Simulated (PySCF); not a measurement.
C₃H₆OSi₂. Atoms are numbered in the order given.

```xyz
12

O      2.9997    -0.4265     0.2935
C      1.9507    -0.3952    -0.2985
Si     0.4023     0.5554     0.3560
C     -0.7436     1.1295    -1.0331
C     -1.8254     0.3138    -0.9651
Si    -1.5272    -0.7676     0.5565
H      1.8235    -0.9667    -1.2629
H      0.8474     1.5464     1.3791
H     -0.6255     1.9093    -1.7978
H     -2.6594     0.3583    -1.6787
H     -1.4672    -2.2436     0.3199
H     -2.4571    -0.5096     1.6985
```
Charge 0, spin multiplicity 1.

The structure is a stationary point at PBE0-D3(BJ)/def2-SVP. The structure was generated by enumeration; whether it is a known compound was not checked. One conformer was computed; it need not be the lowest.

Calculation: PySCF 2.14.0 with TDDFT-M06-2X/def2-SVPD.

Vertical excitations. The molecule is in vacuum.

```
state  energy (eV)  λ (nm)      f                                                                    main pairs
-----  -----------  ------  -----  ----------------------------------------------------------------------------
S1            2.85     435  0.001                                                                HOMO→LUMO 77 %
S2            5.26     236  0.002                             HOMO→LUMO+1 57 %, HOMO−1→LUMO 16 %, HOMO→LUMO 9 %
S3            5.57     223  0.018  HOMO−2→LUMO+1 29 %, HOMO−1→LUMO+1 23 %, HOMO−1→LUMO 16 %, HOMO−3→LUMO+1 15 %
S4            5.87     211  0.142                        HOMO−1→LUMO 35 %, HOMO−1→LUMO+1 33 %, HOMO→LUMO+1 10 %
S5            6.17     201  0.078      HOMO−2→LUMO 31 %, HOMO−1→LUMO 16 %, HOMO→LUMO+2 12 %, HOMO−1→LUMO+1 12 %
S6            6.24     199  0.016                                                              HOMO→LUMO+3 64 %
S7            6.33     196  0.029                        HOMO−2→LUMO 53 %, HOMO−2→LUMO+1 19 %, HOMO→LUMO+2 10 %
S8            6.36     195  0.031      HOMO→LUMO+2 47 %, HOMO−1→LUMO+1 14 %, HOMO−3→LUMO 11 %, HOMO→LUMO+1 10 %
S9            6.52     190  0.029       HOMO−3→LUMO 41 %, HOMO→LUMO+3 15 %, HOMO−2→LUMO+1 12 %, HOMO→LUMO+2 7 %
S10           6.69     185  0.011                       HOMO−1→LUMO+2 47 %, HOMO−3→LUMO+1 18 %, HOMO−3→LUMO 9 %
T1            2.41     515      0                                                                HOMO→LUMO 76 %
T2            4.49     276      0    HOMO−2→LUMO+1 45 %, HOMO→LUMO+1 13 %, HOMO−3→LUMO+1 12 %, HOMO−2→LUMO 10 %
T3            4.89     253      0                                                              HOMO−1→LUMO 78 %
T4            5.04     246      0     HOMO→LUMO+1 37 %, HOMO−2→LUMO+1 26 %, HOMO−3→LUMO+1 18 %, HOMO−2→LUMO 6 %
```
Triplets are in the Tamm–Dancoff approximation, which puts them higher than full response would, so one can lie above its singlet here.
